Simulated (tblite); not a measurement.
C3H7Al.
Geometry (GFN2-xTB, Å), atoms numbered from 1 in this order:
```
atom  x, y, z in Å
Al1    1.809    0.012    0.243
C2    -0.082   -0.399    0.647
C3    -0.875   -0.559   -0.642
C4    -0.988    0.706    0.124
H5     2.050    0.828   -1.056
H6     3.060   -0.386    1.064
H7    -0.503   -0.947    1.489
H8    -1.714   -1.239   -0.659
H9    -0.328   -0.518   -1.580
H10   -1.907    0.919    0.649
H11   -0.517    1.585   -0.306
```

Computed with GFN2-xTB (tblite): harmonic, unscaled wavenumbers at the GFN2-xTB geometry, gas phase. Against measured fundamentals such values can be off by several per cent, at times by over 20. Modes of hydrogen on aluminium can be 10 to 20 % off. One conformer, not necessarily the lowest.

**Question.** How many normal modes are there?

**Answer.** 11 atoms, non-linear: 3N − 6 = 27.

**Question.** What is the point group of the computed structure, and how do the modes divide by symmetry?

**Answer.** Cs. The vibrations span 16 a′ + 11 a″.

**Question.** How many distinct wavenumbers does the calculation give?

**Answer.** 27: Cs has no degenerate species.

**Question.** How many fundamentals are allowed in the infrared by symmetry?

**Answer.** 27 of 27: in Cs every mode is allowed. All fundamentals are allowed in the Raman spectrum.

**Question.** What thermal excitation has the softest real mode at 500 K?

**Answer.** θ = hcν̃/k = 137 K for 95.5 cm⁻¹, so N1/N0 = 0.76 and ⟨v⟩ = 1/(exp(θ/T) − 1) = 3.2.
